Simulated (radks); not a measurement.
The iridium ion Ir2+ inside a hard spherical wall (all orbitals vanish at R), configuration held at [Xe] 4f14 5d7 and not refilled when levels cross. All-electron calculation, scalar-relativistic Kohn-Sham, PBE, spin-polarised, spherical densities, point nucleus; open shells are filled with parallel spins first (spin-orbit coupling, left out, can overturn this in heavy ions). Program: a radial shooting solver on a logarithmic mesh with Libxc functionals. Eigenvalues in eV for spin up, with the zero of energy where the potential of the charges vanishes at infinity; a dash marks a level that is unbound or too diffuse for the functional's potential to be trusted. A positive occupied level is held by the wall or, in an anion where self-interaction has pushed it up, behind a barrier. The pressure on the wall is -dE/dV.

R (bohr)	E (hartree)	kinetic (hartree)	e(5s)	e(4f)	e(5p)	e(5d)	e(6s, empty)	e(6p, empty)	pressure (GPa)
free	-17826.6016	19824.412	-116.24	-79.883	-73.177	-25.291	-22.050	-14.420	0
20	-17826.6016	19824.412	-116.24	-79.883	-73.177	-25.291	-22.050	-14.420	< 0.0001
10	-17826.6016	19824.412	-116.24	-79.883	-73.177	-25.291	-22.050	-14.419	< 0.0001
6	-17826.6006	19824.425	-116.19	-79.828	-73.126	-25.246	-21.952	-13.959	0.154
4	-17826.5215	19824.990	-114.54	-78.053	-71.577	-23.733	-18.800	-7.694	24.7
3.5	-17826.3707	19825.861	-112.61	-75.916	-69.786	-21.802	-14.635	-1.076	93.8
3	-17825.9202	19828.181	-108.74	-71.482	-66.169	-17.488	-4.892	13.000	392
2	-17818.7223	19860.382	-81.823	-39.137	-37.690	20.753	87.517	127.14	12800
